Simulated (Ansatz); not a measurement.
Reaction (ligand exchange at the Al–C bond): `[CH3][Al]([I])[I]` + HI → `[I][Al]([I])[I]` + CH₄

Gas-phase electronic energies from Ansatz, PBE0-D4/def2-TZVP geometries. CCSD(T)/CBS adds triple-zeta CCSD(T) − MP2 to the extrapolated MP2 energy (def2 sets, frozen cores). This one scheme is used for every species. DFT in def2-TZVPP. HSE06 is defined as in plane-wave codes. Elements past krypton have def2 core potentials. For I outer-core shells are correlated without core-valence functions, which leaves a few kJ/mol of doubt a bond.

`[CH3][Al]([I])[I]`:

Cartesian coordinates in Å:
```
C -0.301 -0.975 -0.154
Al 0.246 0.857 0.140
I 2.566 1.572 -0.306
I -1.321 2.575 0.971
H -1.354 -1.126 0.093
H -0.141 -1.252 -1.200
H 0.305 -1.651 0.456
```

HI:

```xyz
2

I    -0.681    0.015   -0.429
H     0.681   -0.015    0.429
```

`[I][Al]([I])[I]`:

Z-matrix (Å, degrees):
```
Al
I 1 2.450
I 1 2.450 2 120.0
I 1 2.450 2 120.0 3 -180.0
```

CH₄:

Cartesian coordinates in Å:
```
C 0.000 0.000 0.000
H -0.112 0.810 0.720
H 0.882 -0.588 0.250
H 0.112 0.416 -1.001
H -0.883 -0.638 0.032
```

CCSD(T)/CBS gives -1.55 eV.

Task: Another level gave -1.53 eV. Which?
A. B97M-V/def2-TZVPP
B. BLYP/def2-TZVPP
C. BHLYP-D4/def2-TZVPP
D. HSE06-D4/def2-TZVPP

Result: D. HSE06-D4 -1.53, B97M-V -1.46, BLYP -1.41, BHLYP-D4 -1.58 eV.

Largest T1 diagnostic among the species: 0.008.

Leaving LDA and LC-ωPBE aside and taking each functional with its dispersion term where it has one, the values, not all of them listed here, spread over 0.13 eV, from BHLYP-D4 to CAM-B3LYP-D4. LDA lies +0.06 eV from PBE without D4. From PBE to PBE0 (25 % exact exchange), in def2-TZVPP and without D4, ΔE moves by −0.05 eV. The D4 term adds −0.05 eV with B3LYP and −0.02 eV with PBE0; it sums over pairs of atoms, weighted by their polarisabilities, and B3LYP, whose exchange is more repulsive, gets the larger term.

B3LYP here is the variant with VWN-RPA as its local correlation; programs differ in this.
